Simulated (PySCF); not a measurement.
F3OSi, SMILES [O][Si](F)(F)F (connectivity only; charge and spin as stated), charge -1, multiplicity 1. Geometry: PBE0-D3(BJ)/def2-SVPD. The multiplicity is an assumed one; other spin states were not compared. The isomer is the one that the SMILES or the coordinates give; other isomers of the formula were not compared.

The numbers are results of PBE0-D3(BJ)/def2-SVPD in PySCF, not measurements.

Harmonic wavenumbers (cm⁻¹): 255, 255, 380, 383, 383, 725, 821, 821, 1196. Rotational constants (GHz): 4.171, 3.897, 3.897; symmetry number 3.

### Question
Work out the zero-point energy and the ideal-gas rigid-rotor harmonic-oscillator thermochemistry at 298.15 K and 1 atm.

### Answer
ZPE = ½ Σ hcν = ½ × 5218 cm⁻¹ = 31.21 kJ/mol. H − E(el) = 46.92 kJ/mol. Entropy in J/(mol K): translation 166.31, rotation 99.78, vibration 30.07, total 296.16. G − E(el) = -41.38 kJ/mol. Cp = 76.18 J/(mol K).
